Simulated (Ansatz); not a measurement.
Ideal-gas functions of `I[Si](I)(I)I` at 500 K and 1 bar, from an Ansatz frequency run at PBE0-D4/def2-TZVP.

Molar mass 535.7 g/mol, point group Td (symmetry number 12), electronic degeneracy 1, moments of inertia 1995.835, 1995.85, 1995.859 u Å². Harmonic wavenumbers (cm⁻¹, unscaled): 58, 58, 92, 92, 92, 171, 414, 414, 414.

Use S(trans) = R[1.5 ln M + 2.5 ln T − 1.1517]; rotational temperatures θ = 24.2544 K / I; S(rot) = R[ln(√π/σ · √(T³/θAθBθC)) + 1.5]; for each mode x = 1.438777 ν̃/T, S = R[x/(eˣ − 1) − ln(1 − e⁻ˣ)] and H = RT x/(eˣ − 1); 1 cm⁻¹ = 0.0119627 kJ/mol; R = 8.31446 J/(mol·K).

Q: By hand: the entropy, in J/(mol·K).

A: Translation 198.0. Rotation: θ = 0.0122, 0.0122, 0.0122 K, giving 129.0. Vibration, mode by mode: 23.21, 23.21, 19.39, 19.39, 19.39, 14.29, 7.33, 7.33, 7.33, in all 140.9. Electronic 0.0. Sum 467.9 J/(mol·K).

Q: By hand: H − E and G − E in kJ/mol, counted from the electronic energy.

A: Zero-point energy ½ × 1805 × 0.0119627 = 10.8; thermal vibration 28.2; translation, rotation and pV give 4 RT = 16.6. H − E = 55.6 kJ/mol, and G − E = 55.6 − 500 × 467.9/1000 = -178.3 kJ/mol.

Vibration gives 30 % of the entropy, 104.6 J/(mol·K) of it from the modes under 150 cm⁻¹: soft modes count most, and the harmonic formula is weakest for them.
